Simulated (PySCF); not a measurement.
**How far are cheaper levels from CCSD(T)/CBS for SbF⁺?**

PySCF; the state is a doublet (π ↑). The composite is CCSD(T) extrapolated to the basis-set limit from two correlation-consistent sets, with core-valence (CV) and scalar-relativistic (SR) terms as its label shows; it has no spin–orbit coupling and nothing beyond (T). Here it is CCSD(T)/CBS(DT). It gives Re = 1.842 Å, ωe = 726 cm⁻¹ and De = 4.37 eV to Sb⁺ + F.

```json
{"level": "UHF", "basis": "x2c-SVPall", "relativity": "spin-free X2C", "Re (Å)": "1.860", "ωe (cm⁻¹)": "765", "De (eV)": "1.85"}
{"level": "UHF", "basis": "aug-cc-pVDZ-PP/aug-cc-pVDZ", "relativity": "scalar-relativistic core potentials", "Re (Å)": "1.851", "ωe (cm⁻¹)": "759", "De (eV)": "2.11"}
{"level": "UHF-SCS-MP2", "basis": "aug-cc-pVDZ-PP/aug-cc-pVDZ", "relativity": "scalar-relativistic core potentials", "Re (Å)": "1.882", "ωe (cm⁻¹)": "707", "De (eV)": "4.09"}
{"level": "UHF-SCS-MP2", "basis": "def2-TZVPPD", "relativity": "scalar-relativistic core potentials", "Re (Å)": "1.851", "ωe (cm⁻¹)": "721", "De (eV)": "4.24"}
{"level": "PBE", "basis": "x2c-SVPall", "relativity": "spin-free X2C", "Re (Å)": "1.904", "ωe (cm⁻¹)": "684", "De (eV)": "4.67"}
{"level": "r²SCAN", "basis": "x2c-SVPall", "relativity": "spin-free X2C", "Re (Å)": "1.886", "ωe (cm⁻¹)": "712", "De (eV)": "4.26"}
{"level": "PBE0", "basis": "cc-pVTZ-PP/cc-pVTZ", "relativity": "scalar-relativistic core potentials", "Re (Å)": "1.860", "ωe (cm⁻¹)": "723", "De (eV)": "4.25"}
{"level": "HSE06", "basis": "x2c-SVPall", "relativity": "spin-free X2C", "Re (Å)": "1.881", "ωe (cm⁻¹)": "724", "De (eV)": "4.09"}
{"level": "BHandHLYP", "basis": "aug-cc-pVDZ-PP/aug-cc-pVDZ", "relativity": "scalar-relativistic core potentials", "Re (Å)": "1.866", "ωe (cm⁻¹)": "731", "De (eV)": "3.69"}
{"level": "LC-ωPBE", "basis": "def2-TZVPPD", "relativity": "scalar-relativistic core potentials", "Re (Å)": "1.844", "ωe (cm⁻¹)": "738", "De (eV)": "4.35"}
```

**Question.** Give the difference of each row from the composite.

**Answer.** 

| level | basis | ΔRe (pm) | Δωe (%) | ΔDe (eV) |
| --- | --- | --- | --- | --- |
| UHF | x2c-SVPall | +1.8 | +5.4 | -2.52 |
| UHF | aug-cc-pVDZ-PP/aug-cc-pVDZ | +0.9 | +4.5 | -2.26 |
| UHF-SCS-MP2 | aug-cc-pVDZ-PP/aug-cc-pVDZ | +4.0 | -2.6 | -0.28 |
| UHF-SCS-MP2 | def2-TZVPPD | +0.9 | -0.7 | -0.13 |
| PBE | x2c-SVPall | +6.2 | -5.8 | +0.30 |
| r²SCAN | x2c-SVPall | +4.4 | -1.9 | -0.11 |
| PBE0 | cc-pVTZ-PP/cc-pVTZ | +1.8 | -0.4 | -0.12 |
| HSE06 | x2c-SVPall | +3.9 | -0.3 | -0.28 |
| BHandHLYP | aug-cc-pVDZ-PP/aug-cc-pVDZ | +2.4 | +0.7 | -0.68 |
| LC-ωPBE | def2-TZVPPD | +0.2 | +1.7 | -0.02 |

**Question.** Which rows come closest in De?

**Answer.** LC-ωPBE in def2-TZVPPD (-0.02 eV), counted from the composite.

Correlated steps freeze 5 core orbitals. Correlated levels converge slowly with the basis: in double zeta they bind strong bonds too weakly, by up to about 1 eV, and carry superposition errors of some tenths. Spin–orbit coupling is left out, which matters for elements this heavy, above all for dissociation energies. For an ion De counts to the pair picked by the measured ionisation energies or electron affinities, which need not be the lowest pair at this level. The state is the lowest determinant that a PBE0 search found; another state may lie lower at other levels.
